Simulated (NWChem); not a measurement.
System: C₃H₅BFN; SMILES C[C@H]1N=CB1F

NWChem input:

```
start job
memory heap 200 mb stack 900 mb global 1100 mb
geometry units angstroms noautoz
  C      0.827780    -1.749416     0.224192
  C     -0.057171    -0.741848    -0.474110
  N     -1.323657    -0.378507     0.267772
  C     -1.325658     0.904717     0.096285
  B      0.158690     0.823002    -0.339651
  F      1.218297     1.574336    -0.117317
  H      1.160018    -1.389593     1.210090
  H      1.725591    -1.952988    -0.378608
  H      0.295889    -2.701813     0.375935
  H     -0.353789    -1.100482    -1.471879
  H     -2.140605     1.551598     0.443106
end
basis spherical
  * library 6-31g*
end
dft
  xc pbe0
  iterations 150
  mulliken
end
task dft energy
```

The geometry was optimised at PBE0/def2-SVP.

Question: What results follow from this input? (PBE0/6-31G* (spherical d).) Quantities: basis functions; energy (Ha); highest occupied level (eV); orbital gap (eV); dipole (D).

Answer: 
```
Property                       Value
---------------------------  -------
number of basis functions         94
energy (Ha)                  -296.43
highest occupied level (eV)    -7.21
orbital gap (eV)                5.99
dipole (D)                      0.78
```
